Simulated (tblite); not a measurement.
Compound: 2-methylpentanoic acid, C6H12O2.
SMILES with atom numbers: `[CH3:1][CH2:2][CH2:3][C@H:4]([CH3:5])[C:6](=[O:7])[OH:8]` (hydrogens: H9, H10, H11 on C1; H12, H13 on C2; H14, H15 on C3; H16 on C4; H17, H18, H19 on C5; H20 on O8)

Computed with GFN2-xTB (tblite), gas phase: Langevin dynamics at 400 K from the optimised GFN2-xTB geometry, time step 0.5 fs, friction 0.01 fs⁻¹, 2000 steps.

Start geometry:
```
atom  x, y, z in Å
C1     -2.790    0.605   -0.053
C2     -1.320    0.767   -0.419
C3     -0.520   -0.490   -0.085
C4      0.959   -0.354   -0.452
C5      1.696   -1.687   -0.284
C6      1.627    0.655    0.457
O7      1.500    0.716    1.649
O8      2.429    1.488   -0.222
H9     -3.347    1.507   -0.292
H10    -3.229   -0.225   -0.602
H11    -2.896    0.406    1.011
H12    -0.902    1.617    0.126
H13    -1.233    0.981   -1.487
H14    -0.943   -1.342   -0.621
H15    -0.593   -0.691    0.986
H16     1.065   -0.004   -1.483
H17     1.239   -2.446   -0.913
H18     1.642   -2.011    0.753
H19     2.743   -1.587   -0.565
H20     2.868    2.106    0.385
```

The statistics below take the 31 frames saved every 25 fs from 250 to 1000 fs; their kinetic temperature (all 3N coordinates) averages 397 K.

**Question.** How do the bond lengths spread?

**Answer.** 
```tsv
bond	start (Å)	mean (Å)	standard deviation (Å)	shortest (Å)	longest (Å)
C1–C2	1.523	1.543	0.031	1.484	1.626
C2–C3	1.527	1.529	0.043	1.450	1.621
C3–C4	1.531	1.555	0.036	1.477	1.638
C4–C5	1.532	1.534	0.032	1.444	1.604
C4–C6	1.513	1.516	0.034	1.455	1.586
C6=O7	1.201	1.201	0.022	1.155	1.253
C6–O8	1.340	1.348	0.038	1.287	1.427
C1–H9	1.087	1.093	0.043	1.001	1.161
C1–H10	1.088	1.090	0.031	1.030	1.160
C1–H11	1.087	1.097	0.047	1.006	1.204
C2–H12	1.092	1.097	0.034	1.009	1.187
C2–H13	1.093	1.095	0.038	1.030	1.179
C3–H14	1.092	1.098	0.046	0.999	1.224
C3–H15	1.092	1.095	0.027	1.019	1.157
C4–H16	1.093	1.099	0.040	1.023	1.210
C5–H17	1.087	1.090	0.027	1.040	1.148
C5–H18	1.088	1.093	0.022	1.052	1.135
C5–H19	1.088	1.093	0.037	1.034	1.171
O8–H20	0.971	0.980	0.025	0.944	1.030
```

**Question.** Give the same statistics for bond angles, one of each kind among heavy atoms.

**Answer.** 
```csv
angle,start (°),mean (°),standard deviation (°),smallest (°),largest (°)
C1–C2–C3,111.4,111.9,4.7,102.3,119.7
C2–C3–C4,112.3,113.1,4.7,102.8,123.5
C3–C4–C5,111.2,110.2,4.4,103.1,120.3
C3–C4–C6,110.0,110.9,5.4,99.1,118.9
C5–C4–C6,107.6,107.8,4.7,98.1,115.5
C4–C6–O7,125.7,125.1,3.4,117.9,132.3
C4–C6–O8,112.0,112.5,3.4,106.5,119.5
O7–C6–O8,122.3,121.9,3.5,115.8,130.3
```

**Question.** How far does each atom move about its mean position (frames aligned on the start, all atoms weighted alike), and what rms force does it feel?

**Answer.** 
```json
{"atom": "C1", "rms displacement (Å)": "0.18", "rms force (eV/Å)": "2.56"}
{"atom": "C2", "rms displacement (Å)": "0.22", "rms force (eV/Å)": "2.46"}
{"atom": "C3", "rms displacement (Å)": "0.23", "rms force (eV/Å)": "2.16"}
{"atom": "C4", "rms displacement (Å)": "0.14", "rms force (eV/Å)": "2.11"}
{"atom": "C5", "rms displacement (Å)": "0.19", "rms force (eV/Å)": "2.28"}
{"atom": "C6", "rms displacement (Å)": "0.17", "rms force (eV/Å)": "2.66"}
{"atom": "O7", "rms displacement (Å)": "0.29", "rms force (eV/Å)": "1.65"}
{"atom": "O8", "rms displacement (Å)": "0.34", "rms force (eV/Å)": "1.61"}
{"atom": "H9", "rms displacement (Å)": "0.41", "rms force (eV/Å)": "1.47"}
{"atom": "H10", "rms displacement (Å)": "0.48", "rms force (eV/Å)": "1.19"}
{"atom": "H11", "rms displacement (Å)": "0.46", "rms force (eV/Å)": "1.54"}
{"atom": "H12", "rms displacement (Å)": "0.47", "rms force (eV/Å)": "1.23"}
{"atom": "H13", "rms displacement (Å)": "0.48", "rms force (eV/Å)": "1.24"}
{"atom": "H14", "rms displacement (Å)": "0.45", "rms force (eV/Å)": "1.57"}
{"atom": "H15", "rms displacement (Å)": "0.42", "rms force (eV/Å)": "1.06"}
{"atom": "H16", "rms displacement (Å)": "0.27", "rms force (eV/Å)": "1.33"}
{"atom": "H17", "rms displacement (Å)": "0.40", "rms force (eV/Å)": "0.91"}
{"atom": "H18", "rms displacement (Å)": "0.36", "rms force (eV/Å)": "0.88"}
{"atom": "H19", "rms displacement (Å)": "0.30", "rms force (eV/Å)": "1.16"}
{"atom": "H20", "rms displacement (Å)": "0.48", "rms force (eV/Å)": "1.02"}
```

The displacements run from 0.14 to 0.48 Å.

**Question.** Follow the torsions C1–C2–C3–C4, C2–C3–C4–C5 and C3–C4–C6–O7 through every second one of these frames.

**Answer.** 
| t (fs) | C1–C2–C3–C4 (°) | C2–C3–C4–C5 (°) | C3–C4–C6–O7 (°) |
| --- | --- | --- | --- |
| 250 | -175 | 166 | 84 |
| 300 | -159 | 160 | 87 |
| 350 | 173 | -163 | 67 |
| 400 | -179 | -163 | 56 |
| 450 | -161 | 179 | 69 |
| 500 | 177 | 174 | 64 |
| 550 | 159 | 166 | 62 |
| 600 | 156 | 174 | 62 |
| 650 | 154 | -178 | 63 |
| 700 | 144 | -159 | 60 |
| 750 | 158 | -154 | 76 |
| 800 | 168 | -152 | 68 |
| 850 | 174 | -157 | 60 |
| 900 | -177 | -144 | 34 |
| 950 | 180 | -141 | 30 |
| 1000 | 173 | -133 | 29 |

Largest departure from the start value over all these frames: C1–C2–C3–C4 36° (start 180°), C2–C3–C4–C5 39° (start -172°), C3–C4–C6–O7 42° (start 45°).

**Question.** How widely does the potential energy scatter, against a harmonic estimate?

**Answer.** Mean 0.97 eV above the start, standard deviation 0.153 eV, range 0.67 to 1.24 eV. For 54 classical harmonic modes at 400 K the canonical values are 54kT/2 = 0.93 eV and kT·√(54/2) = 0.179 eV.

The run is classical and short, so these are rough statistics of one trajectory.

What follows is the cost of the whole dynamics run. The run took 13 s wall on an Arm Neoverse V1 with one thread, no GPU, shared host with 64 logical CPUs at a one-minute load of 47, and the process peaked at 0.18 GiB of memory.
